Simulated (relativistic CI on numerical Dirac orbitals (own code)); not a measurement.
**One change at a time: Pm⁺**

Base calculation: Dirac-Coulomb-Breit CI, separate exchange-only KLI orbitals for each configuration, model QED (radiative potential, 1s self-energy scaled to tabulated hydrogen-like ionisation energies), valence Slater integrals scaled by 0.85, P86 correlation energy added to each configuration.

Configuration list (outside the closed core [Xe]): 4f⁵6s, 4f⁵6p, 4f⁴6s², 4f³6s²5d, 4f⁵7s, 4f³6s7s², 4f⁴7s², 4f³6s²7s. The list is cut by size and lacks configurations that can hold low levels.

Variants: (1) valence Slater integrals scaled by 0.75; (2) Slater integrals left unscaled; (3) Breit term removed; (4) only the first 3 configurations. Shifts of the energy above 4f⁵6s ⁷H°2, in cm⁻¹, for the lowest level and the first level of each name with at least 55 % of one term (blank where a level changes its place among those of its configuration and J or its character, or is not in the variant):

| Level | Base | Δ(1) | Δ(2) | Δ(3) | Δ(4) | Measured |
| --- | --- | --- | --- | --- | --- | --- |
| 4f⁵6s ⁷H°2 | 0.0 | 0.0 | 0.0 | 0.0 | 0.0 | 0.0 |
| 4f⁵6s ⁷H°3 | 494.0 | -5.6 | +6.5 | +51.7 | +2.3 | 446.4 |
| 4f⁵6s ⁷H°4 | 1185.8 | +2.7 | +2.0 | +140.3 | +2.4 | 1133.5 |
| 4f⁵6s ⁷H°5 | 2034.9 | +7.4 | +1.1 | +251.3 | +1.7 | 1983.5 |
| 4f⁵6s ⁵H°3 | 2270.1 | -221.8 | +343.0 | +54.0 | +54.3 | 1603.0 |
| 4f⁵6s ⁷H°6 | 3002.7 | +0.4 | +12.5 | +375.8 | +0.7 | 2950.3 |
| 4f⁵6s ⁵H°4 | 3348.6 | -208.6 | +331.1 | +194.8 | +52.9 | 2666.8 |
| 4f⁵6s ⁷H°7 | 4056.8 | -21.4 | +40.8 | +508.6 | -0.3 | 4000.2 |
| 4f⁵6s ⁵H°5 | 4526.9 | -218.4 | +345.1 | +340.0 | +52.2 | 3812.3 |
| 4f⁵6s ⁷H°8 | 5169.3 | -60.1 | +88.6 | +645.6 | -1.2 |  |
| 4f⁵6s ⁷F°0 | 5726.7 | -530.0 | +805.9 | +99.4 | -0.4 | 5280.9 |
| 4f⁵6s ⁵H°6 | 5772.4 | -249.1 | +384.2 | +487.9 | +51.8 | 5017.8 |
| 4f⁵6s ⁷F°1 | 5837.5 | -541.1 | +818.5 | +105.6 | -0.2 | 5391.5 |
| 4f⁵6s ⁷F°2 | 6082.0 | -559.7 | +839.7 | +122.8 | +0.2 | 5632.4 |
| 4f⁵6s ⁷F°3 | 6507.4 | -576.9 | +859.9 | +162.3 | +0.6 | 6048.5 |
| 4f⁵6s ⁵H°7 | 7057.3 | -300.6 | +448.3 | +636.0 | +51.5 |  |
| 4f⁵6s ⁷F°4 | 7176.1 | -574.7 | +863.2 | +243.4 | +0.5 | 6705.2 |
| 4f⁵6s ⁵F°1 | 7774.6 | -785.0 | +1182.4 | +102.4 | +55.2 | 6629.4 |
| 4f⁵6s ⁷F°5 | 8079.2 | -568.0 | +860.5 | +358.7 | -0.3 |  |
| 4f⁵6s ⁵F°2 | 8151.3 | -810.7 | +1210.6 | +131.9 | +54.6 | 7012.9 |
| 4f⁵6s ⁵F°3 | 8850.3 | -810.8 | +1216.8 | +215.3 | +53.7 | 7701.1 |
| 4f⁵6s ⁷F°6 | 9160.0 | -573.1 | +869.2 | +491.9 | -1.2 |  |

For a near-neutral ion this model can misplace configurations by up to about 10,000 cm⁻¹ (more where the count of f electrons changes) and terms by 10 to 25 % of their spread. Rates follow the energies as ν³ (E1, M1) or ν⁵ (E2), so they and the lifetimes can be off by large factors. The fine structure of a lone outer electron comes out too small, for d and f at times inverted, and misplaced configurations move strength between like terms. 22 of the 33 excited levels that our extract of the measured tables holds in this range could be paired (the sources list more); they are missed by 894 cm⁻¹ on average and 2286 at most, and levels without a partner can miss by more. Some levels of the ground configuration have no partner and can miss by 10 % or more.

Measured levels: NIST Handbook of Basic Atomic Spectroscopic Data (Sansonetti and Martin, J. Phys. Chem. Ref. Data 34, 1559 (2005)).

Ionisation energy from the two ground configurations alone: base 10.57 eV; valence Slater integrals scaled by 0.75 10.57 eV; Slater integrals left unscaled 10.58 eV; Breit term removed 10.58 eV. The NIST ASD value (semi-empirical) is 10.938 eV. The gap of more than 2 % comes from missing correlation, or from a tabulated value that is itself an estimate.

LS names give the leading component of a level, which can be under half, so a name can repeat, a term be missing and a line seem to break the LS rules.
